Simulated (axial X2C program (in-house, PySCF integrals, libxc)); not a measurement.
**CrP⁺: cheaper levels and CCSD(T), 2c**

All values were computed with an in-house relativistic program for diatomic molecules. Two-component (2c) means X2C with spin–orbit coupling and atomic mean-field two-electron Coulomb and Gaunt terms. Basis: Cr dyall-cv3z [9s10p6d3f2g], P dyall-v3z [8s7p2d1f] (cores contracted in-house); Gaussian nuclei, density fitting, unrestricted open shells. Masses: Cr 51.941 u, P 30.974 u.

State: Ω = 1 (⟨Sz⟩ = 1.00, ⟨Lz⟩ = 0.00 at HF); fragments Cr+ + P.

```
level  Re (Å)  ωe (cm⁻¹)  De (eV)
 PBE0   2.215      321.2     1.41
 CCSD   2.304      237.8    0.731
  LDA   2.008      491.0     2.98
```

Correlated methods: 10 electrons correlated (number of frozen shells: Cr 3 s, 2 p; P 2 s, 1 p), 234 virtual spin orbitals or spinors in MP2, 90 natural virtuals in coupled cluster.

CCSD(T), same Hamiltonian and basis:

Re = 2.238 Å, ωe = 288.4 cm⁻¹, De = 0.87 eV; T1 = 0.054 (Lee–Taylor normalisation).

(1) Give the differences from CCSD(T) in the columns below.

Occupations by symmetry block were frozen at the best pattern of an incomplete PBE0 search. De is counted from the lowest determinant-based energies of the atoms at the same level, without counterpoise correction. Density functionals use the spin component along the axis (collinear). CCSD and (T) use frozen natural virtuals with an MP2 correction for the truncation; (T) itself is uncorrected, so its De runs slightly low. With several unpaired electrons one determinant need not be a pure state. Open-shell Ω = 0 determinants with evenly filled partner blocks cannot be reached by this program, so the Ω shown need not be the lowest component. The determinant is spin-polarised beyond a pure state at some levels (its spin-free form has ⟨S²⟩ too high), which makes Re and μ there less reliable. The T1 diagnostic is large, a sign of multireference character. The levels of this run spread widely (ωe from 238 to 491 cm⁻¹), so these constants depend on the method.

Results:

(1) 

```json
{"level": "PBE0", "ΔRe (Å)": "-0.023", "Δωe (cm⁻¹)": "32.8", "ΔDe (eV)": "0.54"}
{"level": "CCSD", "ΔRe (Å)": "0.066", "Δωe (cm⁻¹)": "-50.6", "ΔDe (eV)": "-0.14"}
{"level": "LDA", "ΔRe (Å)": "-0.230", "Δωe (cm⁻¹)": "202.6", "ΔDe (eV)": "2.11"}
```
